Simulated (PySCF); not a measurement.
Compound: pentyl formate, C₆H₁₂O₂.
Geometry (PBE0-D3(BJ)/def2-SVP, Å), atoms numbered from 1 in this order:
```xyz
20
C6H12O2 angstrom
C      3.1705    0.3055    0.3551
C      1.8495    0.6034   -0.3350
C      0.7267   -0.3361    0.0829
C     -0.5927   -0.0494   -0.6182
C     -1.6896   -1.0018   -0.1895
O     -2.8946   -0.7873   -0.9271
C     -3.7101    0.1630   -0.4816
O     -3.5329    0.8464    0.4861
H      3.0781    0.3920    1.4497
H      3.9625    0.9981    0.0328
H      3.5140   -0.7183    0.1352
H      1.5454    1.6439   -0.1257
H      1.9794    0.5453   -1.4301
H      1.0327   -1.3797   -0.1159
H      0.5843   -0.2693    1.1768
H     -0.9137    0.9827   -0.4018
H     -0.4655   -0.1235   -1.7117
H     -1.9008   -0.8942    0.8856
H     -1.4097   -2.0450   -0.3948
H     -4.5965    0.2233   -1.1477
```

All values: CAM-B3LYP/def2-SVPD (PySCF, non-relativistic), on one gas-phase PBE0-D3(BJ)/def2-SVP geometry that isn't relaxed in the solvent. The solvent is an IEF-PCM continuum (cavity from Bondi-type radii × 1.2), and excitations are vertical TDDFT with non-equilibrium linear response and a frozen core. The model holds no explicit solvent molecules, cavitation or dispersion.

```json
{"run": "gas", "E − E(gas) (kcal/mol)": "0.00", "HOMO (eV)": "-9.85", "HOMO–LUMO gap (eV)": "10.99", "dipole (D)": "2.03", "lowest singlet (eV)": "5.91", "static polarisability (au)": "81.4"}
{"run": "P", "E − E(gas) (kcal/mol)": "-2.07", "HOMO (eV)": "-9.91", "HOMO–LUMO gap (eV)": "11.05", "dipole (D)": "2.23", "lowest singlet (eV)": "5.96", "static polarisability (au)": "89.9"}
{"run": "Q", "E − E(gas) (kcal/mol)": "-3.71", "HOMO (eV)": "-9.96", "HOMO–LUMO gap (eV)": "11.09", "dipole (D)": "2.41", "lowest singlet (eV)": "6.00", "static polarisability (au)": "98.2"}
```

Q: The runs were made in chloroform and cyclohexane. Which run belongs to which solvent?

A: P = cyclohexane, Q = chloroform. The dielectric constants are 2.017 (cyclohexane), 4.711 (chloroform), and the energy falls further as ε rises. The optical constants n² used for the excitations are 2.04, 2.09 in the same order. In this model the ground state sees the solvent through ε alone.

Q: How constant is the ratio of the lowering to (ε − 1)/(2ε + 1)?

A: 
```
    solvent  (ε − 1)/(2ε + 1)  E − E(gas) (kcal/mol)  ratio (kcal/mol)  polarisation term (kcal/mol)
cyclohexane             0.202                  -2.07             -10.3                         -2.19
 chloroform             0.356                  -3.71             -10.4                         -4.09
```

The ratio changes by +1.4 % in size from cyclohexane to chloroform. The polarisation term is half the interaction of the solute with the induced surface charges.
